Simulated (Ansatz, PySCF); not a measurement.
Species: InI₂, charge 0, multiplicity 2. It need not be the lowest isomer of its formula. 
Coordinates optimised at B3LYP-D3(BJ)/def2-TZVP (Ansatz, a first-principles code):
```
In
I 1 2.7582
I 1 2.7582 2 122.69
```
Charge 0, spin multiplicity 2.

Dipole moments at this geometry, in debye (magnitudes).

```tsv
level	program	dipole (D)
HF/def2-TZVPD	PySCF	2.39
SVWN5/def2-TZVPD	Ansatz	___
BLYP/def2-TZVPD	Ansatz	1.77
revPBE/def2-TZVPD	Ansatz	1.83
B97M-V/def2-TZVPD	Ansatz	1.87
B3LYP/def2-TZVPD	Ansatz	1.96
PBE0/def2-TZVPD	PySCF	2.01
M06-2X/def2-TZVPD	PySCF	2.14
HSE06/def2-TZVPD	Ansatz	2.00
CAM-B3LYP/def2-TZVPD	Ansatz	2.10
LC-wPBE/def2-TZVPD	Ansatz	2.22
wB97M-V/def2-TZVPD	Ansatz	2.08
wB97X-V/def2-TZVPD	Ansatz	2.17
CCSD(T)/def2-SVPD	Ansatz	___
```

Problem. Some entries are withheld; supply them.

Solution. 
- SVWN5/def2-TZVPD, dipole (D): 1.72
- CCSD(T)/def2-SVPD, dipole (D): 1.99
